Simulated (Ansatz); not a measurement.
Reaction (formal loss of a carbene): `C[O][Hf]([F])([Cl])[S]C` → `[CH2]` (triplet) + `C[S][Hf]([OH])([F])[Cl]`

Gas-phase electronic energies from Ansatz, PBE0-D4/def2-TZVP geometries. CBS: MP2 limit from def2 TZ/QZ plus the TZ coupled-cluster correction, frozen cores. This one scheme is used for every species. DFT in def2-TZVPP. Triplets are unrestricted, without spin–orbit coupling. def2 core potentials past Kr. For Hf outer-core shells are correlated without core-valence functions, which leaves a few kJ/mol of doubt a bond. One conformer a species, not always the lowest.

```tsv
level	ΔE (kJ/mol)	difference from CCSD(T)/CBS
PBE-D4	401.5	9.4
PBE0-D4	391.2	-0.9
ωB97X-V	406.2	14.1
r2SCAN	370.3	-21.8
HF/def2-TZVPP	252.8	-139.3
MP2/def2-TZVPP	395.5	3.4
CCSD/def2-TZVPP	374.5	-17.6
CCSD(T)/def2-TZVPP	386.3	-5.8
HF/def2-QZVPP	253.0	-139.1
HF/CBS(def2)	253.1	-139.0
CCSD(T)/CBS	392.1	0
```

Largest T1 diagnostic among the species: 0.015.

The D4 term adds +9.0 kJ/mol with B3LYP and +5.2 kJ/mol with PBE0; it sums over pairs of atoms, weighted by their polarisabilities, and B3LYP, whose exchange is more repulsive, gets the larger term. From PBE to PBE0 (25 % exact exchange), in def2-TZVPP and without D4, ΔE moves by −9.6 kJ/mol.

B3LYP here is the variant with VWN-RPA as its local correlation; programs differ in this.
